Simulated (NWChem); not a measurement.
Species: C$_{3}$H$_{7}$NSi; SMILES C#CCN[SiH3]

```xyz
12

C      0.7787    -2.6550    -0.1095
C     -0.0140    -1.7605     0.0878
C     -0.9675    -0.6630     0.2987
N     -0.6929     0.5469    -0.4458
Si     0.4369     1.7633     0.0745
H      1.4843    -3.4473    -0.2796
H     -0.9917    -0.4208     1.3759
H     -1.9821    -1.0316     0.0625
H     -0.8011     0.4231    -1.4476
H      0.1048     2.1112     1.4897
H      0.2496     2.9425    -0.8213
H      1.8871     1.3796     0.0359
```
Atoms are numbered in this order, from 1.

Computed with NWChem. Pople sets run with spherical d functions. Geometry: optimised at PBE0/def2-SVP. Not confirmed as a minimum by frequencies. Total energies compare along this basis series because the functional is fixed.

```json
[
 {"level": "PBE0/STO-3G", "basis functions": "36", "energy (Ha)": "-456.8706", "highest occupied level (eV)": "-3.72", "orbital gap (eV)": "8.72", "dipole (D)": "0.47"},
 {"level": "PBE0/3-21G", "basis functions": "63", "energy (Ha)": "-459.8747", "highest occupied level (eV)": "[?]", "orbital gap (eV)": "7.58", "dipole (D)": "0.82"},
 {"level": "PBE0/6-31G*", "basis functions": "88", "energy (Ha)": "-462.3393", "highest occupied level (eV)": "-6.86", "orbital gap (eV)": "7.58", "dipole (D)": "0.86"},
 {"level": "PBE0/6-311G**", "basis functions": "140", "energy (Ha)": "-462.4175", "highest occupied level (eV)": "-7.05", "orbital gap (eV)": "7.40", "dipole (D)": "0.78"}
]
```

Task: Complete the blanks.

Result: 
- PBE0/3-21G, highest occupied level (eV): -6.59
